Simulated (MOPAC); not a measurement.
Job for MOPAC: AM1 on ClH2NPb (SMILES [NH2][Pb][Cl]), a point of a torsion scan.

```
AM1 1SCF PRECISE CHARGE=0 THREADS=1
ClH2NPb

N     -0.81450142 1    -0.02039750 1     0.04186579 1
Pb     1.28281088 1    -0.45127285 1    -0.13022592 1
Cl     1.04474164 1    -2.23898611 1    -1.87001033 1
H     -1.29826721 1     0.84827366 1    -0.11648716 1
H     -1.44509022 1    -0.72969121 1    -0.30436368 1
```

Program output:

```
*******************************************************************************
 **                                                                           **
 **                              MOPAC v23.2.5                                **
 **                                                                           **
 *******************************************************************************
 ** MOPAC's Digital Object Identifier: https://doi.org/10.5281/zenodo.6511958 **
 **                                                                           **
 ** Please cite the open-source release paper for use of this MOPAC version:  **
 ** J. E. Moussa and J. J. P. Stewart (2026)                                  **
 ** MOPAC: An open-source semiempirical molecular orbital program             **
 ** J. Open Source Softw., 11(119), 8025, https://doi.org/10.21105/joss.08025 **
 *******************************************************************************

                              AM1 CALCULATION RESULTS

 *******************************************************************************
 *  AM1        - The AM1 Hamiltonian to be used
 *
 *
 *
 *                 CHARGE ON SYSTEM = 0
 *
 *
 *
 *  PRECISE    - TIGHTER CRITERIA TO BE USED
 *  1SCF       - DO 1 SCF AND THEN STOP
 *  THREADS=1  - MULTI-THREADING NOT USED
 *  T=         - A TIME OF 172800.0 SECONDS REQUESTED
 *  DUMP=N     - RESTART FILE WRITTEN EVERY 7200.0 SECONDS REQUESTED
 *******************************************************************************
AM1 1SCF PRECISE CHARGE=0 THREADS=1
 ClH2NPb

   ATOM   CHEMICAL          X               Y               Z
  NUMBER   SYMBOL      (ANGSTROMS)     (ANGSTROMS)     (ANGSTROMS)

     1       N         -0.81450142  *  -0.02039750  *   0.04186579  *
     2      Pb          1.28281088  *  -0.45127285  *  -0.13022592  *
     3      Cl          1.04474164  *  -2.23898611  *  -1.87001033  *
     4       H         -1.29826721  *   0.84827366  *  -0.11648716  *
     5       H         -1.44509022  *  -0.72969121  *  -0.30436368  *



          CARTESIAN COORDINATES

    NO.       ATOM           X           Y           Z

     1         N         -0.8145     -0.0204      0.0419
     2        Pb          1.2828     -0.4513     -0.1302
     3        Cl          1.0447     -2.2390     -1.8700
     4         H         -1.2983      0.8483     -0.1165
     5         H         -1.4451     -0.7297     -0.3044

  H: (AM1): M.J.S. DEWAR ET AL, J. AM. CHEM. SOC. 107 3902-3909 (1985)
  N: (AM1): M.J.S. DEWAR ET AL, J. AM. CHEM. SOC. 107 3902-3909 (1985)
 Cl: (AM1): M.J.S. DEWAR AND E. G. ZOEBISCH, THEOCHEM, 180, 1 (1988).
 Pb: (AM1): J. J. P. STEWART, J. MOL. MOD., 10, 155-164 (2004)

           Empirical Formula: H2 N Pb Cl  =     5 atoms



      MOLECULAR POINT GROUP   :   C1


      RHF CALCULATION, NO. OF DOUBLY OCCUPIED LEVELS = 9


 -------------------------------------------------------------------------------
 AM1 1SCF PRECISE CHARGE=0 THREADS=1
 ClH2NPb



     1SCF WAS SPECIFIED, SO BFGS WAS NOT USED
     SCF FIELD WAS ACHIEVED


                              AM1 CALCULATION
                                                       MOPAC v23.2.5 Linux




          FINAL HEAT OF FORMATION =        -12.34036 KCAL/MOL =     -51.63205 KJ/MOL


          COSMO AREA              =        113.12 SQUARE ANGSTROMS
          COSMO VOLUME            =        100.24 CUBIC ANGSTROMS

          IONIZATION POTENTIAL    =          9.358268 EV
          HOMO LUMO ENERGIES (EV) =         -9.358 -1.561
          NO. OF FILLED LEVELS    =          9
          MOLECULAR WEIGHT        =        258.6755         POINT GROUP:  C1

          MOLECULAR DIMENSIONS (Angstroms)

            Atom       Atom       Distance
            H     4   Cl     3     4.25390
            H     5   Pb     2     2.45758
           Cl     3    H     5     0.62121


          SCF CALCULATIONS        =          1





   ATOM   CHEMICAL          X               Y               Z
  NUMBER   SYMBOL      (ANGSTROMS)     (ANGSTROMS)     (ANGSTROMS)

     1       N         -0.81450142  *  -0.02039750  *   0.04186579  *
     2      Pb          1.28281088  *  -0.45127285  *  -0.13022592  *
     3      Cl          1.04474164  *  -2.23898611  *  -1.87001033  *
     4       H         -1.29826721  *   0.84827366  *  -0.11648716  *
     5       H         -1.44509022  *  -0.72969121  *  -0.30436368  *

                             CARTESIAN COORDINATES

   1    N       -0.814501420    -0.020397500     0.041865790
   2   Pb        1.282810880    -0.451272850    -0.130225920
   3   Cl        1.044741640    -2.238986110    -1.870010330
   4    H       -1.298267210     0.848273660    -0.116487160
   5    H       -1.445090220    -0.729691210    -0.304363680


           Empirical Formula: H2 N Pb Cl  =     5 atoms



      MOLECULAR POINT GROUP   :   C1


                  EIGENVALUES
 -34.88865 -31.08784 -18.56483 -15.28227 -12.58136 -11.35514 -11.22516 -10.46051
  -9.35827  -1.56086  -0.83872  -0.00775   5.74164   6.39750


              NET ATOMIC CHARGES AND DIPOLE CONTRIBUTIONS

  ATOM NO.   TYPE          CHARGE      No. of ELECS.   s-Pop       p-Pop
    1          N          -0.679034        5.6790     1.59684     4.08220
    2         Pb           0.880243        3.1198     1.91625     1.20350
    3         Cl          -0.473734        7.4737     1.97572     5.49802
    4          H           0.139273        0.8607     0.86073
    5          H           0.133253        0.8667     0.86675
 DIPOLE           X         Y         Z       TOTAL
 POINT-CHG.     3.910     3.354     3.295     6.115
 HYBRID        -2.697    -0.404    -1.146     2.958
 SUM            1.212     2.950     2.149     3.846


          ATOMIC ORBITAL ELECTRON POPULATIONS

     Atom    s        px        py        pz
    1  N   1.59684   1.30297   1.09662   1.68260
    2 Pb   1.91625   0.45607   0.32400   0.42343
    3 Cl   1.97572   1.94835   1.79734   1.75232
    4  H   0.86073
    5  H   0.86675

 **********************
 *                    *
 * JOB ENDED NORMALLY *
 *                    *
 **********************




 == MOPAC DONE ==
```

The run finished.

Cost: roughly 0.020 core-seconds.
